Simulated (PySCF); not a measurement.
# ZnH and its ions

PBE0; Zn pcseg-1, H pcseg-1; no relativity (PySCF 2.14). Neutral (UKS): doublet (σ ↑), Re = 1.632 Å, ωe = 1538 cm⁻¹, De = 0.96 eV, HOMO -5.25 eV, LUMO -2.12 eV.

ZnH⁺ (UKS): singlet (closed shell), Re = 1.538 Å, ωe = 1926 cm⁻¹, De = 2.31 eV to Zn⁺ + H. The energies at the minima are -1779.47706 hartree for ZnH and -1779.19440 for ZnH⁺.

(1) Work out the adiabatic ionisation energy, without and with harmonic zero-point energies (1 hartree = 27.2114 eV, 1 eV = 8065.5 cm⁻¹), and the change of the bond length.

For an ion De counts to the pair picked by the measured ionisation energies or electron affinities, which need not be the lowest pair at this level. States were picked by a PBE0 search and need not be the measured ground states.

## Answers

(1) At PBE0: 0.28266 hartree = 7.692 eV between the minima; the zero-point term (1926.0 − 1538.0)/2 cm⁻¹ = +0.024 eV makes it 7.716 eV. Re changes by -9.4 pm against the neutral. The electron leaves a σ orbital, and the shorter bond of the ion fits an antibonding orbital, or a change in how ionic the bond is.
